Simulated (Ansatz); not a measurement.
Gas-phase electronic energies from Ansatz, PBE0-D4/def2-TZVP geometries. CBS: MP2 limit from def2 TZ/QZ plus the TZ coupled-cluster correction, frozen cores. This one scheme is used for every species, atoms too. Functionals use def2-TZVPP. HSE06 is defined as in plane-wave codes. Open shells (•) are unrestricted, without spin–orbit coupling. Spin–orbit coupling would lower the free atoms: a little for C, F, O, S, Si. One conformer a species, not always the lowest.

Consider the atomization: `O[Si@H]1S[C@H]1F` → C• + F• + 3 H• + O• + S• + Si•.

Q: What is ΔE at CCSD(T)/CBS? (An estimate is asked.)

A: Ansatz gave: +2947.6 kJ/mol.

Q: What do these levels give: r2SCAN0-D4, HSE06-D4, ωB97M-V, B2PLYP, r2SCAN0, CAM-B3LYP, CCSD/def2-SVP, HF/def2-TZVPP, MP2/def2-TZVPP, HF/def2-QZVPP, HF/CBS(def2), MP2/CBS(def2)? (Estimate.)

A: Ansatz gave: r2SCAN0-D4 2886.7, HSE06-D4 2945.7, ωB97M-V 2959.7, B2PLYP 2894.9, r2SCAN0 2881.5, CAM-B3LYP 2919.7, CCSD/def2-SVP 2640.4, HF/def2-TZVPP 1996.1, MP2/def2-TZVPP 2942.1, HF/def2-QZVPP 2002.4, HF/CBS(def2) 2003.3, MP2/CBS(def2) 3047.4 kJ/mol.

Q: What do rigid-rotor, harmonic-oscillator terms from PBE0-D4/def2-TZVP frequencies (298.15 K, 1 bar) make of the CCSD(T)/CBS value? (Estimate.)

A: Ansatz gave: ΔZPE = -115.6 kJ/mol, ΔH = +2863.4 kJ/mol, ΔS = 838 J/(mol·K), ΔG = +2613.5 kJ/mol. Open shells count their whole term as degenerate.

Largest T1 diagnostic among the species: 0.013.

In def2-TZVPP, CCSD(T) changes the Hartree–Fock value by +846.2 kJ/mol (the triples alone add +64.4 kJ/mol) and MP2 by +946.0 kJ/mol; breaking electron pairs costs correlation energy, which Hartree–Fock lacks. From BLYP to BHLYP (50 % exact exchange), in def2-TZVPP and without D4, ΔE moves by −124.8 kJ/mol: exact exchange takes away binding that semilocal exchange gives to molecules.

For atomizations the MP2-based limit and the directly extrapolated one differ by several kJ/mol either way, and by 10 to 25 for some Ge, Se and Sn compounds, so smaller differences from it don't rank the levels.
